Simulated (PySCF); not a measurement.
Al(Cl)2(OEt) (C2H5AlCl2O), SMILES CC[O][Al]([Cl])[Cl]. Geometry: PBE0-D3(BJ)/def2-SVP. Other conformers were not sampled.

Computed equilibrium geometry at PBE0-D3(BJ)/def2-SVP (PySCF confirms it by a frequency run) as bond lengths and angles (one conformer of several):
Atoms: Al1 Cl2 Cl3 O4 C5 C6 H7 H8 H9 H10 H11. Bonded distances (Å): Al1–Cl2 2.089, Al1–Cl3 2.079, Al1–O4 1.677, O4–C5 1.400, C5–C6 1.515, C5–H7 1.106, C5–H8 1.104, C6–H9 1.102, C6–H10 1.101, C6–H11 1.101. Bond angles (°): Cl2–Al1–Cl3 119.8, Cl2–Al1–O4 121.5, Cl3–Al1–O4 118.7, Al1–O4–C5 138.4, O4–C5–C6 112.0, O4–C5–H7 110.3, O4–C5–H8 107.9, C6–C5–H7 109.8, C6–C5–H8 110.0, H7–C5–H8 106.7, C5–C6–H9 110.8, C5–C6–H10 111.0, C5–C6–H11 110.5, H9–C6–H10 107.8, H9–C6–H11 108.4, H10–C6–H11 108.2.
